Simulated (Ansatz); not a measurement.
A run for Ansatz (a program for electronic structure): R-PBE/def2-TZVPP on C2H6AlCl (SMILES [CH3][Al]([CH3])[Cl]), atoms moved off the minimum.

Ansatz 0.2 input:
```yaml
crystal:
  periodic: [false, false, false]
  atoms:
    - {symbol: Al, position_ang: [0.20928906, -0.23057079, 0.17509647]}
    - {symbol: C, position_ang: [2.06863842, -0.55947295, -0.40014072]}
    - {symbol: H, position_ang: [2.54906190, -1.38355559, 0.17703535]}
    - {symbol: H, position_ang: [2.55303367, 0.30283375, -0.36738595]}
    - {symbol: H, position_ang: [2.06214382, -0.98961620, -1.44455416]}
    - {symbol: C, position_ang: [-0.65392784, -1.00035705, 1.79494516]}
    - {symbol: H, position_ang: [-1.56682418, -1.61963039, 1.45057734]}
    - {symbol: H, position_ang: [-1.04862955, -0.22512991, 2.45552808]}
    - {symbol: H, position_ang: [0.00558698, -1.65068984, 2.38078879]}
    - {symbol: Cl, position_ang: [-0.95996887, 1.08326781, -0.94109822]}
basis:
  gaussian:
    orbitals: def2-TZVPP
hamiltonian:
  xc: {name: PBE}
scf: {lower_state_search: off}
output: {forces: true}
```

### Question
What total energy does the run end on?

### Answer
-782.1361 hartree.

### Question
How many basis functions does it have, and what does it roughly cost on one machine?

### Answer
230 functions; around 6 core-seconds (rough).
